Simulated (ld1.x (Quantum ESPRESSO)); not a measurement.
u(r) = r·R(r): atom against pseudo-atom (vanadium)

Columns: radius, all-electron u(r) and pseudo u(r) of the 3p shell (level -45.37 eV) of vanadium in the configuration [Ne] 3s2 3p6 3d3 4s1 4p1; LDA (PZ), scalar-relativistic, PAW scheme, ld1.x (Quantum ESPRESSO) 7.5.

```csv
r (bohr),all-electron,pseudo
0.118,0.4953,-0.0270
0.235,0.4372,-0.1033
0.353,-0.0212,-0.2196
0.470,-0.4875,-0.3581
0.588,-0.8222,-0.5026
0.705,-1.0033,-0.6324
0.822,-1.0645,-0.7336
0.940,-1.0442,-0.7965
1.058,-0.9749,-0.8159
1.175,-0.8816,-0.7947
1.292,-0.7795,-0.7409
1.410,-0.6771,-0.6647
1.528,-0.5808,-0.5787
1.645,-0.4942,-0.4943
1.763,-0.4168,-0.4168
1.880,-0.3500,-0.3500
1.998,-0.2921,-0.2921
2.115,-0.2432,-0.2432
2.232,-0.2018,-0.2018
2.350,-0.1668,-0.1668
2.468,-0.1375,-0.1375
2.585,-0.1134,-0.1134
2.702,-0.0933,-0.0933
2.820,-0.0765,-0.0765
2.938,-0.0627,-0.0627
3.055,-0.0514,-0.0514
```

(1) How many radial nodes do the two functions have?

(2) At about which radius was the pseudo-wave matched?

(3) Where does each function peak?

(4) Is the pseudo-wave norm-conserving?

Results:

(1) The all-electron 3p function has n − l − 1 = 1; the pseudo-wave has 0, since the states of the same l below it are removed with the core.

(2) 1.80 bohr. The columns agree to 0.0005 from 1.65 bohr on; several derivatives are matched, so the curves merge somewhat inside the radius.

(3) Outermost all-electron maximum near 0.82 bohr, pseudo maximum near 1.06 bohr (to the table’s step).

(4) No, it belongs to a PAW set: the norm inside the radius is not constrained, and the difference is carried by the augmentation charge.
